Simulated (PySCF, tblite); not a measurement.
Isomers of C5H7Cl2 (doublet state), one GFN2-xTB conformer each. Single-point energies are computed at B3LYP/pcH-1 (PySCF, gas phase, no added dispersion term), electronic only. GFN2-xTB treats the open shell by occupation alone, and not every SCF solution was tested for stability.

Question: Rank them by B3LYP/pcH-1 energy, lowest first (kJ/mol).
A. `[Cl:1][C:2]([Cl:3])[CH:4]1[CH2:5][CH2:6][CH2:7]1` (doublet state) with Cl1–C2–C4–C5 56°, C2–C4–C5–C6 -133°, C4–C5–C6–C7 12°, C5–C6–C7–C4 -12°, C2–C4–C7–C6 133°
B. `[Cl:1][CH:2]([Cl:3])[C:4]1[CH2:5][CH2:6][CH2:7]1` (doublet state) with Cl1–C2–C4–C5 -75°

Answer: A (0.0), B (3.7).

Neighbours under 21 kJ/mol apart (Cl[C](Cl)C1CCC1 and ClC(Cl)[C]1CCC1) can change places with a better method, another conformer or zero-point energy. GFN2-xTB itself gives, in the same order: 0.0, 29.8. Both levels put the same isomer lowest.

Q: What happens when harmonic zero-point energies from GFN2-xTB frequencies are added?

A: 
```tsv
SMILES	ZPE (kJ/mol)	electronic (kJ/mol)	with ZPE (kJ/mol)
Cl[C](Cl)C1CCC1	279.1	0.0	3.2
ClC(Cl)[C]1CCC1	272.2	3.7	0.0
```

The zero-point energies span 6.9 kJ/mol. ClC(Cl)[C]1CCC1 becomes the lowest.

Q: As an exercise, what shares would exp(−E/RT) give at 1000 K from these electronic energies alone (no entropy, no degeneracies)?

A: RT = 8.314 kJ/mol: Cl[C](Cl)C1CCC1 60.8 %, ClC(Cl)[C]1CCC1 39.2 %.
